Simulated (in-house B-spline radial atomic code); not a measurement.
Configurations of Yb⁵⁺, with energies counted from [Kr] 4d10 4f12 5s2 5p5. Method: scalar-relativistic (X2C) HSE06, spin-polarised, spherical fractional occupations, exact exchange averaged over the configuration, Fermi nucleus of rms radius 5.3108 fm. Calculated with an all-electron radial atomic-structure program (B-spline basis). Shells without spins written out take the highest spin.

Occupations are held fixed; configurations that lie above the ionisation limit could autoionise.

```
             configuration  E - E(ref) (eV)  highest orbital  its <r> (bohr)
    [Kr] 4d10 4f13 5s2 5p4           17.122          4f down          0.7025
[Kr] 4d10 4f11 5s2 5p5 5d1           22.451            5d up           1.662
[Kr] 4d10 4f11 5s2 5p5 6f1           63.816            6f up           4.986
 [Kr] 4d9 4f12 5s2 5p5 5d1           203.07            5d up           1.658
 [Kr] 4d9 4f12 5s2 5p5 6p1            221.7            6p up           2.773
 [Kr] 4d9 4f12 5s2 5p5 6f1           244.51            6f up           4.983
```

Task: Order these further configurations by energy, lowest first.
A. [Kr] 4d9 4f12 5s2 5p6
B. [Kr] 4d10 4f11 5s2 5p5 6d1
C. [Kr] 4d10 4f12 5s2 5p4 5d1
D. [Kr] 4d10 4f12 5s2 5p4 6f1
E. [Kr] 4d10 4f11 5s2 5p5 5f1

Result: C (34.851 eV), E (52.45 eV), B (52.716 eV), D (75.578 eV), A (166.12 eV).

Task: How far above the reference does [Kr] 4d9 4f12 5s2 5p5 6s1 lie?

Result: 212.68 eV; its least bound orbital is 6s up with <r> = 2.426 bohr.
